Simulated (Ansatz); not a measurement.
# One arrangement of a pair

The pair of N2 (SMILES N#N, atoms 1–2) and SiH4O (SMILES [SiH3]O, atoms 3–8), both closed shells, in one local arrangement (a lower one may exist), relaxed at PBE0-D4/def2-TZVP:

```xyz
8
angstrom
N -1.2756 -1.6779 -3.1145
N -0.7084 -1.3739 -2.2363
Si 0.2783 0.7882 1.1615
O 0.9505 -0.4769 0.3533
H -1.0941 0.4690 1.6452
H 1.1634 1.0585 2.3178
H 0.1850 2.0043 0.3063
H 0.5009 -0.7913 -0.4334
```

Computed with Ansatz 0.2.0 (basis: def2-TZVPPD, with def2-QZVPPD for the basis limit); correlated methods freeze the cores. B3LYP uses VWN-RPA correlation. Extrapolation: Hartree–Fock as exp(−7.88 √X), correlation as X^−2.97. Interaction energies count from these two fragments, frozen as in the pair, with the counterpoise correction; negative means bound.

**Question.** What is the interaction energy by CCSD(T) at an estimated basis limit (MP2 extrapolated from triple and quadruple zeta, plus CCSD(T) − MP2 in triple zeta)? (An estimate is asked for; the value comes from the calculation.)

**Answer.** By the calculation: -1.64 kcal/mol. Hartree–Fock alone gives -0.23 kcal/mol at the basis limit. It counts from the two fragments frozen as in the pair.

The same quantity by other methods in triple zeta, and each one's difference from that estimate:
```
   method  E_int (kcal/mol)  difference
   PBE-D4             -1.85       -0.21
revPBE-D4             -1.14        0.50
  BLYP-D4             -1.40        0.24
r2SCAN-D4             -1.45        0.19
   B97M-V             -1.73       -0.09
  PBE0-D4             -1.65       -0.01
 B3LYP-D4             -1.51        0.13
 HSE06-D4             -1.67       -0.02
  wB97X-V             -1.54        0.10
  wB97M-V             -1.51        0.14
   B2PLYP             -1.26        0.38
       HF             -0.22        1.42
      MP2             -1.60        0.04
     CCSD             -1.30        0.34
  CCSD(T)             -1.52        0.12
```
Differences are method less estimate.

**Question.** Which atoms make the shortest contact between the fragments?

**Answer.** N2 and H8, 2.25 Å apart.

Basis-set superposition shift (counterpoise-corrected less uncorrected): CCSD(T) 0.39; MP2 0.40; HF 0.04; PBE0-D4 0.07; wB97M-V 0.07 kcal/mol.

T1 diagnostic: at most 0.014.

For scale, one of the runs: CCSD(T)/def2-TZVPPD, 230 basis functions, launched by `ansatz run in.yaml --threads 4 --pin off --events-out ev --progress --plain --max-ram 9574MiB`. Time: 72 s of wall clock on 4 CPU threads of an Arm Neoverse V1; the host was shared. Peak host memory: 4 GiB.
